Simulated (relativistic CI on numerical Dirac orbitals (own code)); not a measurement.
# How well does a small relativistic CI reproduce Ba?

Method of calculation: Dirac-Coulomb-Breit CI, KLI orbitals optimised for each configuration, QED by a radiative potential, valence Slater integrals scaled by 0.85, P86 correlation energy added to each configuration (own radial code, finite nucleus).

Configurations in the expansion (outside the closed core [Xe]): 6s², 6s5d, 6s6p, 5d6p, 6s7p, 5d², 6p², 6s6d, 6s7s, 5d6d, 6s8s, 6s4f, 6s7d, 6s8p, 6d², 5d7s. Levels of other configurations are missing.

```tsv
Configuration	Term (tabulated)	J	Measured (cm⁻¹)	Computed	Error	Purity (%)
6s²	1S	0	0.0	0	0	93
6s5d	3D	1	9034.0	9358	324	100
6s5d	3D	2	9215.5	9463	247	99
6s5d	3D	3	9596.5	9653	56	100
6s5d	1D	2	11395.4	11644	249	86
6s6p	3P°	0	12266.0	10689	-1577	97
6s6p	3P°	1	12636.6	11028	-1609	96
6s6p	3P°	2	13514.7	11777	-1737	96
6s6p	1P°	1	18060.3	16952	-1108	67
5d6p	3F°	2	22064.6	21322	-742	59
5d6p	3F°	3	22947.4	22014	-933	100
5d6p	1D°	2	23074.4	22002	-1072	59
5d6p	3F°	4	23757.0	22582	-1175	100
5d6p	3D°	1	24192.0	23818	-374	100
5d6p	3D°	2	24531.5	24034	-498	99
5d6p	3D°	3	24979.8	24373	-606	100
6s7p	1P°	1	32547.0	29619	-2928	67
```

Measured levels from NIST Handbook of Basic Atomic Spectroscopic Data (Sansonetti and Martin, J. Phys. Chem. Ref. Data 34, 1559 (2005)); pairs were made by configuration, J and term (by order where the table uses no LS term), so strongly mixed levels may be paired wrongly.

Mean error by configuration (cm⁻¹): 6s5d 219; 6s6p -1508; 5d6p -772; 6s7p -2928. Over the excited levels the mean absolute error is 952 cm⁻¹ (16 of the 17 excited levels that our extract of the source holds in range could be paired, and the others can miss by more), and the median relative error of those above 1,000 cm⁻¹ is 3.8 %.

Transition probabilities of persistent lines. The last column rescales the computed rate by the cube of measured over computed energy:

```csv
λ measured (Å),Lower,Upper,A tabulated (s⁻¹),A computed,A rescaled
3071.58 air,6s² ¹S0,6s7p ¹P°1,4.10e+07,9.36e+06,1.24e+07
5535.48 air,6s² ¹S0,6s6p ¹P°1,1.19e+08,1.21e+08,1.47e+08
6498.76 air,6s5d ³D3,5d6p ³D°3,5.40e+07,5.36e+07,6.11e+07
6527.31 air,6s5d ³D2,5d6p ³D°2,3.30e+07,3.80e+07,4.41e+07
6595.32 air,6s5d ³D1,5d6p ³D°1,3.80e+07,4.37e+07,5.04e+07
6693.84 air,6s5d ³D3,5d6p ³D°2,1.46e+07,1.21e+07,1.35e+07
7059.94 air,6s5d ³D3,5d6p ³F°4,5.00e+07,4.13e+07,5.43e+07
7280.30 air,6s5d ³D2,5d6p ³F°3,3.20e+07,3.26e+07,4.27e+07
7672.09 air,6s5d ³D1,5d6p ³F°2,1.50e+07,1.55e+07,2.00e+07
8560.00 air,6s5d ¹D2,5d6p ¹D°2,2.00e+07,2.51e+07,3.60e+07
```
